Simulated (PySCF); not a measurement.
PySCF 2.14 output of an unrestricted r2SCAN calculation on a single atom or ion in aug-cc-pVQZ-DK3 (9s8p6d3f2g, 102 functions), with scalar relativity by spin-free X2C-1e:

```
SCF conv_tol = 1e-09
number electrons alpha = 27  beta = 25
    J. W. Furness, A. D. Kaplan, J. Ning, J. P. Perdew, and J. Sun.,  J. Phys. Chem. Lett. 11, 8208-8215 (2020)
    J. W. Furness, A. D. Kaplan, J. Ning, J. P. Perdew, and J. Sun.,  J. Phys. Chem. Lett. 11, 9248-9248 (2020)
    J. W. Furness, A. D. Kaplan, J. Ning, J. P. Perdew, and J. Sun.,  J. Phys. Chem. Lett. 11, 8208-8215 (2020)
    J. W. Furness, A. D. Kaplan, J. Ning, J. P. Perdew, and J. Sun.,  J. Phys. Chem. Lett. 11, 9248-9248 (2020)
cycle= 1 E= -7444.46773333071  delta_E= -0.0108  |g|= 0.0257  |ddm|= 0.97
cycle= 2 E= -7444.46791069684  delta_E= -0.000177  |g|= 0.00374  |ddm|= 0.175
cycle= 3 E= -7444.46791740072  delta_E= -6.7e-06  |g|= 0.00188  |ddm|= 0.0327
cycle= 4 E= -7444.46791812776  delta_E= -7.27e-07  |g|= 0.000498  |ddm|= 0.0121
cycle= 5 E= -7444.46791821007  delta_E= -8.23e-08  |g|= 1.28e-05  |ddm|= 0.00221
cycle= 6 E= -7444.46791821019  delta_E= -1.16e-10  |g|= 1.84e-06  |ddm|= 9.83e-05
converged SCF energy = -7444.46791821019  <S^2> = 2.0059778  2S+1 = 3.0039826
```

The run itself started from symmetry-adapted Hartree-Fock orbitals and held the occupation by maximum overlap, on a logarithmic radial grid, so the iterations belong to that start.

Q: Which element, charge and spin multiplicity is this?

A: Xe²⁺ (xenon, charge +2), multiplicity 3; the state was [Kr] 4d10 5s1 5p5, high-spin 3P determinant (an excited configuration).
